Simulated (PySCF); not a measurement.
## Working out the ionisation energy of V

V [Ar] 3d3 4s2 (4F) → V⁺ [Ar] 3d4 (5D). All numbers are calculated (PySCF 2.14, scalar relativity by spin-free X2C-1e, in x2c-TZVPPall). Frozen: [Ne]. Energies in hartree (1 hartree = 27.21139 eV):

```tsv
part	V (lower)	V⁺ (upper)
UHF	-948.133830	-947.907190
MP2 opposite-spin	-0.237298	-0.214047
MP2 same-spin	-0.103745	-0.121240
```

Task: What does Hartree-Fock give?

Result: (-947.907190) − (-948.133830) = 0.226640 hartree = 6.167 eV.

Task: What do MP2 and SCS-MP2 (6/5 opposite-spin, 1/3 same-spin) give?

Result: The opposite-spin parts differ by 0.633 eV and the same-spin parts by -0.476 eV. MP2: 6.167 + (0.633) + (-0.476) = 6.324 eV. SCS-MP2: 6.167 + 1.2 × (0.633) + (-0.476)/3 = 6.768 eV.

Measured between the centres of the two terms (NIST): 6.732 eV, so MP2 (valence and next inner shell) is off by -0.408 eV.

What remains against the reference includes basis incompleteness, the frozen core and correlation beyond second order.
